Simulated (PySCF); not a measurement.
CH2O. Atoms are numbered in the order given.

```xyz
4

C      0.2257     0.7051     0.0000
O     -0.1553    -0.5468     0.0000
H      0.6325    -1.1094     0.0000
H     -0.7443     1.2528     0.0000
```
Charge 0, spin multiplicity 1.

Geometry optimised at ωB97X-D3(BJ)/def2-TZVPD.

Level of theory: TDDFT-LC-ωPBE/def2-TZVPD (PySCF 2.14.0).

Vertical excitations. Gas-phase values at a fixed geometry. State labels are in the subgroup Cs.

Computed lowest excited states:
```
state  symmetry  energy (eV)  λ (nm)      f                          main pairs
-----  --------  -----------  ------  -----  ----------------------------------
S1           A"         2.75     450  0.007                      HOMO→LUMO 99 %
S2           A'         5.94     209  0.011                    HOMO→LUMO+1 84 %
S3           A'         6.95     178  0.044                    HOMO→LUMO+2 89 %
S4           A"         7.86     158  0.025                    HOMO→LUMO+4 95 %
S5           A'         8.01     155  0.086                    HOMO→LUMO+3 77 %
S6           A'         8.70     143  0.038  HOMO→LUMO+5 72 %, HOMO→LUMO+1 12 %
S7           A"         9.35     133  0.013                    HOMO−2→LUMO 89 %
S8           A'         9.49     131  0.027                    HOMO→LUMO+6 77 %
S9           A'         9.98     124  0.094                    HOMO−1→LUMO 82 %
S10          A"        10.09     123  0.020  HOMO→LUMO+7 79 %, HOMO−3→LUMO 16 %
T1           A"         1.21    1028      0                      HOMO→LUMO 95 %
T2           A'         5.60     222      0                    HOMO→LUMO+1 78 %
T3           A'         6.67     186      0                    HOMO→LUMO+2 85 %
T4           A'         7.13     174      0                    HOMO−1→LUMO 92 %
```
Triplets are in the Tamm–Dancoff approximation, which puts them higher than full response would, so one can lie above its singlet here.
